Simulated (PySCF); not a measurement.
Carbon: a sound run and one with changed settings

Sound run: C²⁺ [He] 2s2, C³⁺ [He] 2s1. Computed with PySCF 2.14 in cc-pVTZ, with the non-relativistic Hamiltonian (point nucleus). The sound run starts from symmetry-adapted Hartree-Fock orbitals and uses a fine grid where one is needed.

Changed run: initial guess atom, at most 50 SCF cycles, level shift 10.0 hartree.

```tsv
species	method	sound run (hartree)	changed run (hartree)	converged
C²⁺	UHF	-36.40738	-36.40738	no
C²⁺	M06-2X	-36.52847	-36.52847	no
C²⁺	r2SCAN	-36.48525	-36.48525	no
C³⁺	UHF	-34.72477	-34.72477	no
C³⁺	M06-2X	-34.78928	-34.78928	no
C³⁺	r2SCAN	-34.77196	-34.77196	no
```

A level shift slows the SCF but leaves a converged energy unchanged.
